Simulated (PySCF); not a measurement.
# How methods differ on the ionisation energy of Se²²⁺

Se²²⁺ [Ne] 3s2 (1S) → Se²³⁺ [Ne] 3s1 (2S), as a difference of total energies. Computed with PySCF 2.14 in an uncontracted even-tempered set (16 s from 2.5 bohr⁻², ratio 2.5; 10 p from 3.2 bohr⁻², ratio 2.5; 5 d from 12 bohr⁻², ratio 2.7; 4 f from 19 bohr⁻², ratio 2.7), with the non-relativistic Hamiltonian (point nucleus). Correlated levels: outer shells: 1s2 frozen; virtual orbitals above 40 to 60 times the deepest correlated orbital energy dropped. The calculations carry no spin-orbit coupling.

```
                method  ionisation energy (eV)
                   UHF                  971.20
                   LDA                  974.48
                   PBE                  975.19
                  PBE0                  974.47
                r2SCAN                  971.74
                 TPSSh                  973.91
                PBEsol                  974.07
    MP2 (outer shells)                  974.07
SCS-MP2 (outer shells)                  974.41
```

Task: How much does correlation contribute at MP2 (outer shells)?

Result: 974.07 − (971.20) = 2.87 eV, measured against UHF.

The gap to the reference is mostly relativistic.

For comparison: 989.6 ± 1.3 eV (semi-empirical (NIST evaluation); NIST Atomic Spectra Database, ionization energies).
